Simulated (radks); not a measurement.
Results of a calculation; reference values are marked as such.
Ionisation of neutral selenium, [Ar] 3d10 4s2 4p4, to Se+, [Ar] 3d10 4s2 4p3, under several functionals. Dirac Kohn-Sham, spin-unpolarised, spherical densities, finite nucleus; open shells are shared between the two j in proportion to 2j + 1; a radial shooting solver on a logarithmic mesh with Libxc functionals.

functional	E(Se) (hartree)	Exc (hartree)	IE (eV)	-e(HOMO) (eV)	<r> HOMO (bohr)	IE error (eV)
exchange-only PBE	-2428.46497	-86.23288	9.948	5.555	2.365	+0.195
LDA (Slater exchange, Perdew-Wang correlation)	-2426.91902	-84.67285	11.008	6.530	2.315	+1.256
LDA (Slater exchange, VWN5 correlation)	-2426.93280	-84.68701	11.010	6.530	2.314	+1.257
RPBE	-2430.32711	-88.14034	10.814	6.360	2.322	+1.062
SOGGA	-2428.17979	-85.95691	10.766	6.304	2.315	+1.014
Wu-Cohen GGA	-2429.58207	-87.38526	10.863	6.386	2.310	+1.110
AM05	-2427.08762	-84.84818	10.820	6.351	2.313	+1.068
HCTH/407	-2431.70870	-89.65223	11.014	6.538	2.314	+1.262
XLYP	-2430.85373	-88.66634	10.735	6.273	2.333	+0.983
BLYP	-2430.51991	-88.32754	10.709	6.245	2.330	+0.957

NIST Atomic Spectra Database: 9.752 eV (measured). Closest: exchange-only PBE. The Delta-SCF values span 1.07 eV, the total energies 4.79 hartree. The highest occupied level is 4p3/2. Spin polarisation and multiplet splitting are left out, so open shells lie too high by an amount that depends on their filling. Sharing an open shell by 2j + 1 raises it above the true ground level by a part of the spin-orbit splitting, which enters the differences from NIST.

Beside tabulated values, note that spin-unpolarised runs miss the spin-polarisation part of the exchange energy of open shells.
